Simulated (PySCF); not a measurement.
Cd(Me)(OH) (CH4CdO), SMILES [OH][Cd][CH3].

The structure is a stationary point at PBE0-D3(BJ)/def2-TZVP. The def2 effective core potentials stand for the cores of Cd; spin–orbit coupling is left out. Other conformers were not sampled.

Level of theory: PySCF with IEF-PCM-B3LYP/def2-SVP.

The values are the electrostatic part of the solvation free energy, E(continuum) − E(gas) at the gas-phase geometry, in a cavity of scaled van der Waals radii (PySCF's table); cavitation and dispersion terms are not included. A continuum can't describe solvent molecules that bind to the metal. In vacuum the orbital gap is 6.36 eV. The dipole moment in vacuum is 1.95 D.

### Question
Estimate the values in water (ε = 78.36), dichloromethane (ε = 8.93), 2-propanol (ε = 19.26). (Estimate from the structure and the level; the computed values follow.)

### Answer

| solvent | ε | ΔG(elec) (kcal/mol) | dipole (D) | gap (eV) |
|---|---|---|---|---|
| water | 78.36 | -9.9 | 2.33 | 6.84 |
| dichloromethane | 8.93 | -8.4 | 2.27 | 6.77 |
| 2-propanol | 19.26 | -9.3 | 2.31 | 6.81 |
